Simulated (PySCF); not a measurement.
Compound: C2H5FSe.
Cartesian coordinates in Å at the PBE0-D3(BJ)/def2-SVP level; atoms count from 1:
```
atom  x, y, z in Å
C1    -1.428    0.055    0.179
Se2   -0.124    0.789   -1.060
C3     1.426    0.014   -0.200
F4     1.451   -1.347   -0.288
H5    -1.319    0.502    1.177
H6    -1.304   -1.034    0.230
H7    -2.425    0.290   -0.217
H8     2.308    0.439   -0.706
H9     1.433    0.302    0.863
```

Theory: MP2 and CCSD/aug-cc-pVDZ in PySCF, restricted Hartree–Fock reference, frozen core, non-relativistic, gas phase, PBE0-D3(BJ)/def2-SVP geometry.

E(HF) = -2577.90219 Eh.

(1) How large is the problem?

(2) What are the MP2 and CCSD correlation energies?

(3) What is the T1 diagnostic?

(4) How does correlation change the dipole moment?

## Answers

(1) 150 basis functions and 60 electrons; 12 orbitals frozen, which leaves o = 18 correlated occupied and v = 120 virtual orbitals. That is o·v = 2160 singles and o·v(o·v + 1)/2 = 2333880 distinct closed-shell doubles amplitudes before symmetry; the costliest CCSD step grows as o²v⁴ = 6.7 × 10^10.

(2) MP2 -0.6512 Eh and CCSD -0.6916 Eh, which gives totals of -2578.55340 and -2578.59377 Eh. That is 0.523 eV for each correlated electron at CCSD (1816 kJ/mol in all, 0.027 % of the total energy); MP2 gives 94.2 % of the CCSD value.

(3) 0.0105, below the customary warning level of 0.02. It is the norm of the spatial-orbital singles amplitudes over the root of the number of correlated electrons, so the norm is 0.063.

(4) HF gives 1.67 D and CCSD (unrelaxed density) 1.49 D, a change of -0.18 D.

Connected triples and the basis-set limit are missing.

One conformer stands for the species.
